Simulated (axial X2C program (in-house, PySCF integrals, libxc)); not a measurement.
# Spin–orbit effects down a group: molecules with Se (ions), MP2

Computed with an axial X2C code built on PySCF integrals, spin-free (one-electron X2C) or two-component (2c: spin–orbit coupling with atomic mean-field Coulomb and Gaunt terms, which also bring small scalar terms), in Dyall basis sets with cores contracted in-house; open shells are unrestricted.

Basis sets: H dyall-v3z, Li dyall-cv3z, Na dyall-cv3z, Se dyall-cv3z. Frozen shells (counts by l): SeH⁺ Se 3s2p1d, H none, 6 electrons correlated; LiSe⁺ Se 3s2p1d, Li 1s, 6 electrons correlated; NaSe⁺ Se 3s2p1d, Na 1s, 14 electrons correlated. Where the outer core of a metal is frozen, bonds come out longer and ionisation energies lower. Frozen cores can differ along the series, which adds to the trend.

| molecule | spin-free state | Re (Å) | ωe (cm⁻¹) | De (eV) | 2c state | Re 2c (Å) | ωe 2c (cm⁻¹) | De 2c (eV) |
| --- | --- | --- | --- | --- | --- | --- | --- | --- |
| SeH⁺ | M_S = 1, Λ = 0 | 1.478 | 2396.1 | 2.89 | Ω = 1 | 1.479 | 2393.6 | 2.88 |
| LiSe⁺ | M_S = 1, Λ = 0 | 2.612 | 307.4 | 0.85 | Ω = 1 | 2.614 | 306.3 | 0.74 |
| NaSe⁺ | M_S = 1, Λ = 0 | 2.959 | 154.5 | 0.58 | Ω = 1 | 2.961 | 153.7 | 0.47 |

Q: Work out the shifts from the spin-free to the two-component result.

A: 

```
molecule  2c state  ΔRe (Å)  Δωe (cm⁻¹)  ΔDe (eV)
    SeH⁺     Ω = 1    0.001        -2.5     -0.01
   LiSe⁺     Ω = 1    0.002        -1.1     -0.11
   NaSe⁺     Ω = 1    0.002        -0.8     -0.11
```

Shifts of one unit in the last digit are rounding.

Fragments in 2c: Se+ + H, Se + Li+, Se + Na+. Each entry is the lowest single determinant of a limited PBE0 search at one distance. De goes to single-determinant-based atoms at the same level (for ions the charge split of lowest energy) and is withheld (n/a) where an atom does not fit its ground term or J level. Main or longest-lived isotopes. One determinant is a doubtful description, or other states lie close, for SeH⁺, LiSe⁺, NaSe⁺; these need not be ground states, and all values refer to the states named. Some open-shell Ω = 0 determinants are out of reach, so the Ω given for SeH⁺, LiSe⁺, NaSe⁺ need not be the lowest component. With several unpaired electrons the Ω given is that of one determinant, not necessarily of the lowest component.
